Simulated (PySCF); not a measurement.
**Radial density of C (carbon, neutral)**

UHF, [He] 2s1 2p2 3s1, high-spin 5P determinant (an excited configuration). Calculation: PySCF 2.14, in aug-cc-pVQZ-DK (6s5p4d3f2g, 80 functions); scalar relativity by spin-free X2C-1e.

```
r (bohr)  4πr²ρ (e/bohr)  4πr²(ρα − ρβ)
 0.00413         0.02674         0.0008
 0.00695         0.07204         0.0022
  0.0117          0.1908         0.0058
  0.0197          0.4876         0.0147
  0.0331           1.171         0.0350
  0.0556           2.527         0.0745
  0.0936           4.563         0.1306
   0.157           6.141         0.1678
   0.265           5.144         0.1692
   0.445           2.329         0.4467
   0.749           1.663         1.4692
    1.26           2.000         1.9972
    2.12          0.8074         0.8074
    3.57          0.2565         0.2565
    6.00          0.1901         0.1901
    10.1        0.002672         0.0027
```

Densities and radii are taken from the X2C orbitals without a picture-change correction, which distorts them close to the nucleus.

The outer electron is Rydberg-like, and this basis confines it to a smaller radius and binds it less than a complete one would.
